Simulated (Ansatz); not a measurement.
Basis-set series for `[O][InH][F]` radical. The species carries charge 0 and has multiplicity 2. In takes the def2 core potential. All single points use the PBE0-D4/def2-TZVP geometry.

```xyz
4

O     1.118   -1.324    0.828
In   -0.106   -0.064   -0.113
F     0.273    1.715    0.572
H    -1.285   -0.327   -1.287
```

```
functional       basis  functions  energy (Eh)  HOMO (eV)  LUMO (eV)
   PBE0-D4    def2-SVP         59   -365.41719      -8.51      -3.77
   PBE0-D4  def2-QZVPP        226   -365.66692      -8.81      -4.03
   ωB97M-V    def2-SVP         59   -365.48814     -10.92      -1.44
   ωB97M-V  def2-QZVPP        226   -365.74346     -11.28      -1.84
```

Q: Give the rows for def2-TZVPP. (Estimate.)

A: Ansatz gave: 
```csv
functional,basis,functions,energy (Eh),HOMO (eV),LUMO (eV)
PBE0-D4,def2-TZVPP,126,-365.65455,-8.76,-3.99
ωB97M-V,def2-TZVPP,126,-365.73161,-11.22,-1.77
```

HOMO and LUMO are taken over both spins.
